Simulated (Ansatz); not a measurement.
Compare A (`C[Si]1(O)[BH][AlH]1`) with its isomer B (`C[SiH2][B]1[O][AlH]1`).

Isolated molecules relaxed with PBE0-D4/def2-TZVP in Ansatz; ΔE leaves out vibrations. CCSD(T)/CBS is the MP2 limit (def2-TZVPP, def2-QZVPP) plus CCSD(T) − MP2 in def2-TZVPP, frozen cores. DFT in def2-TZVPP. B3LYP here is the variant with VWN-RPA as its local correlation; programs differ in this. Each species was taken in one conformer, which may not be the lowest.

Question: Which isomer does CCSD(T)/CBS put lower? Give the gap. (Best estimate.)

Answer: Computed: B, by 95.2 kJ/mol.

Question: Give E(B) − E(A) in kJ/mol with PBE0-D4, B3LYP, HF/def2-TZVPP, CCSD/def2-TZVPP, PBE-D4, r2SCAN-D4, B3LYP-D4. (Estimate.)

Answer: Ansatz gave: PBE0-D4 -82.0, B3LYP -109.3, HF/def2-TZVPP -140.7, CCSD/def2-TZVPP -105.0, PBE-D4 -79.3, r2SCAN-D4 -88.4, B3LYP-D4 -104.2. None reverses the order clearly.

Largest T1 diagnostic: 0.016.

The D4 term adds +5.1 kJ/mol with B3LYP and +2.5 kJ/mol with PBE0; it sums over pairs of atoms, weighted by their polarisabilities, and B3LYP, whose exchange is more repulsive, gets the larger term. In def2-TZVPP, CCSD(T) changes the Hartree–Fock value by +43.4 kJ/mol (the triples alone add +7.6 kJ/mol) and MP2 by +56.0 kJ/mol.
